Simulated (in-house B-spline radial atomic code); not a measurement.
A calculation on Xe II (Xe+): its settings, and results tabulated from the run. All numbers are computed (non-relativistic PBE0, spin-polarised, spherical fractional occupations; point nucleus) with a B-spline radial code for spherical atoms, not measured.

Command:
```bash
python run_scf.py task.json out
```
Settings:
```
Z                54
configuration    [Kr] 4d10 5s2 5p5
hamiltonian      nr
method           pbe0
spin_polarised   True
```

Output (hartree, bohr):
```
 radial grid: 64 intervals, B-splines of order 8, outer radius 60 bohr

 iter        energy (Eh)    residual
    1       -7227.429145    6.74e-01
    2       -7230.386825    3.41e-01
    3       -7233.851599    4.61e-02
    4       -7233.941489    1.37e-02
    5       -7233.944039    3.64e-03
    6       -7233.944728    1.32e-03
    7       -7233.944757    2.04e-04
    8       -7233.944759    1.55e-05
    9       -7233.944759    1.46e-06
   10       -7233.944759    1.06e-07

 total energy                     -7233.94476
 kinetic                            7231.3715
 electron-nucleus                 -17145.9732
 Hartree                            2861.6752
 exact exchange                      -44.6615
 exchange-correlation               -136.3568

 orbital      occ     eigenvalue          <r>       <r^2>       <1/r>       r_max
 1s up      1.000     -1213.9314    0.0281434  0.00105925     53.4691     0.01864
 1s down    1.000     -1213.9296    0.0281434  0.00105924     53.4691     0.01864
 2s up      1.000      -185.3236     0.120985   0.0171853     12.2915      0.1029
 2s down    1.000      -185.3227     0.120985   0.0171852     12.2915      0.1029
 2p up      3.000      -174.3184     0.103035   0.0129001     12.2969     0.08041
 2p down    3.000      -174.3167     0.103035   0.0129002     12.2969     0.08041
 3s up      1.000       -38.5214     0.319942    0.116767     4.50574       0.292
 3s down    1.000       -38.5196     0.319938    0.116763     4.50573       0.292
 3p up      3.000       -33.8507     0.310319    0.111467     4.43033      0.2788
 3p down    3.000       -33.8484     0.310322    0.111468     4.43024      0.2788
 3d up      5.000       -25.1926     0.280993   0.0931695      4.2988      0.2267
 3d down    5.000       -25.1910     0.280988   0.0931658     4.29884      0.2267
 4s up      1.000        -7.3717     0.746053    0.627741     1.84957       0.688
 4s down    1.000        -7.3673     0.746056    0.627667      1.8493      0.6881
 4p up      3.000        -5.6907     0.777208    0.686896     1.74945      0.7051
 4p down    3.000        -5.6858       0.7772    0.686763     1.74915      0.7053
 4d up      5.000        -2.7901     0.870408     0.88265     1.51691      0.7459
 4d down    5.000        -2.7851     0.869048    0.879269     1.51853      0.7459
 5s up      1.000        -1.1011      1.90596     4.08655    0.678248       1.688
 5s down    1.000        -1.0572       1.9066     4.09495     0.67928       1.684
 5p up      3.000        -0.6898      2.19862     5.48433    0.583255       1.897
 5p down    2.000        -0.6294      2.22469      5.6328    0.577402       1.903
```

Run time, properties included: 0.3 s on 1 thread of Arm Neoverse V2, with other jobs on the host.

Caution: exact exchange at fractional occupations of open shells leaves self-interaction of up to several eV.
